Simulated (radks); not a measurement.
Spherical quantum dot in the effective-mass picture: electrons in a hard-walled sphere of radius 1.96, with a point charge +2 (a donor) at the centre, all in effective atomic units (hartree* = m*/eps^2 hartree, bohr* = eps/m* bohr), one dielectric constant everywhere. Method: non-relativistic Kohn-Sham, PBE, spin-polarised, spherical densities; computed with a radial shooting solver with Libxc functionals. Levels are named by radial order and angular momentum (1s, 1p, 1d, 2s, ...), and open shells are averaged over m.

N = 21, configuration 1s2 1p6 1d10 2s2 1f(up 1, down 0). This is the lowest configuration that the search found. Occupied and some empty levels:

level,occupation,eigenvalue (hartree*),<r> (bohr*)
1s up,1,13.910,1.068
1s down,1,13.928,1.064
1p up,3,15.014,1.273
1p down,3,15.040,1.272
1d up,5,16.405,1.351
1d down,5,16.434,1.350
2s up,1,16.832,0.8557
2s down,1,16.844,0.8585
1f up,1,18.186,1.405
1f down,0,18.217,1.405
2p up,0,20.264,1.005
2p down,0,20.276,1.006
1g up,0,20.338,1.447
1g down,0,20.370,1.447
2d up,0,23.302,1.107
2d down,0,23.318,1.107

Energy (hartree*): total 182.033, kinetic 82.071, external -40.181, Hartree 157.23, exchange-correlation -17.088.
